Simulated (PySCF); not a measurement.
Molecule: tetramethylborate, [C$_{4}$H$_{12}$B]-.

Bonds (- single, = double, # triple, : aromatic): C1-B2, B2-C3, B2-C4, B2-C5. C1 carries H6, H7, H8; C3 carries H9, H10, H11; C4 carries H12, H13, H14; C5 carries H15, H16, H17. Formal charges: B2 -1.

Total charge -1.

Spin–spin couplings on one PBE0-D3(BJ)/def2-SVP geometry, PySCF, gas phase, non-relativistic, equivalent pairs averaged (spin–dipole term only in couplings to heteroatoms); isotopes 13C, 11B; functional B3LYP.

Reference values (Hz): 1J(C1,B2) = 39.6 (measured; solution, THF-d8; Z. Naturforsch. B 2015 (znb-2015-0040), 1J(13C,11B) in organoboranes and borates).

Q: How do the couplings (Hz) change with the basis set? Times are CPU seconds on 1 thread of an Arm Neoverse V1, shared host. Far from the basis limit: 6-31G*, pcJ-0, def2-TZVP, cc-pVTZ.

A: 
```
basis set  functions  1J(C1,B2)  abs. error  core-s
   6-31G*         94       70.7        31.1     9.5
    pcJ-0        101       40.9         1.3      10
def2-TZVP        227       43.1         3.5      35
    pcJ-1        255       43.6         4.0      57
  cc-pVTZ        318       39.1         0.5      55
```

Errors compare magnitudes, without vibrational corrections. Closest: cc-pVTZ; furthest: 6-31G*.

The Fermi-contact term samples the wavefunction at the nucleus, which is why sets with added tight s functions (names with J) are made for couplings. Agreement of an ordinary basis with the reference is then largely a cancellation of errors.
